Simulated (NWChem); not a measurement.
Species: NbH₂O₃F; SMILES [O]=[Nb]([OH])([OH])[F]

```xyz
7

Nb     0.0591     0.0006    -0.0256
O     -0.2150    -0.0016     1.6441
F      1.9071     0.0148    -0.3450
O     -0.7562     1.5381    -0.7516
H     -1.2953     2.2409    -0.3753
O     -0.7324    -1.5492    -0.7518
H     -1.2605    -2.2603    -0.3756
```
Atoms are numbered in this order, from 1.

Level: PBE0/def2-SVP with def2 effective core potentials on Nb (NWChem), optimised geometry, unscaled harmonic frequencies. def2 effective core potentials on Nb; no spin-orbit coupling.

```
frequency (cm⁻¹)  IR intensity (km/mol)
----------------  ---------------------
179                                 3.0
190                                 0.3
205                                 0.7
231                                13.7
232                                 5.2
382                                99.4
382                               251.3
484                               113.3
502                               171.2
701                               113.7
755                               125.6
763                               182.0
1053                              184.6
3934                              373.2
3940                              145.2
```

The zero-point energy comes out as 19.9 kcal/mol and the thermal correction to the enthalpy at 298.15 K (with zero-point energy) is 24.9 kcal/mol. The heat capacity Cv is 23.2 cal/(mol K) and the entropy at 298.15 K and 1 atm (symmetry number 1) is 82.5 cal/(mol K).

Rigid rotor and harmonic oscillator.
